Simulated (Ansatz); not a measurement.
Born–Oppenheimer molecular dynamics of C$_{3}$H$_{8}$OSi (13 atoms, charge 0, multiplicity 1). It starts from a relaxed structure.

Computed with RKS B3LYP/STO-3G in Ansatz.

```json
{
  "ensemble": "NVT, Langevin thermostat",
  "time step": "0.25 fs",
  "steps asked": "250",
  "set temperature": "400 K",
  "friction": "0.05 /fs",
  "seed": "906891"
}
```

First frame:

```xyz
13
Properties=species:S:1:pos:R:3
O -1.544 0.855 1.476
C -0.507 0.247 1.822
C 0.750 0.029 0.911
C 0.546 0.526 -0.553
Si -0.565 -0.575 -1.608
H -0.383 -0.190 2.854
H 1.014 -1.045 0.945
H 1.589 0.571 1.390
H 1.534 0.606 -1.033
H 0.130 1.544 -0.514
H -0.688 -0.010 -2.932
H -1.879 -0.703 -1.025
H 0.023 -1.890 -1.718
```

**Question.** How far do the bonds stretch over the last three quarters of this one trajectory? (Pairs bonded in most of those frames.)

**Answer.** 
```tsv
bond	mean (Å)	spread (Å)	shortest	longest
O1–C2	1.254	0.015	1.21	1.28
C2–C3	1.590	0.023	1.54	1.63
C2–H6	1.125	0.020	1.09	1.17
C3–C4	1.563	0.032	1.51	1.61
C3–H7	1.114	0.040	1.03	1.19
C3–H8	1.113	0.045	1.03	1.20
C4–Si5	1.894	0.042	1.83	1.96
C4–H9	1.101	0.009	1.09	1.13
C4–H10	1.103	0.025	1.06	1.15
Si5–H11	1.442	0.032	1.39	1.50
Si5–H12	1.443	0.029	1.40	1.49
Si5–H13	1.454	0.055	1.37	1.57
```

Mean temperature of the second half: 398 K. A run of 0.062 ps of so small a system gives no equilibrium averages. Limits of this set-up: minimal basis.

Time of the run: 7.8 min on 1 thread of Arm Neoverse V1 (shared host), peak memory 0.08 GiB.
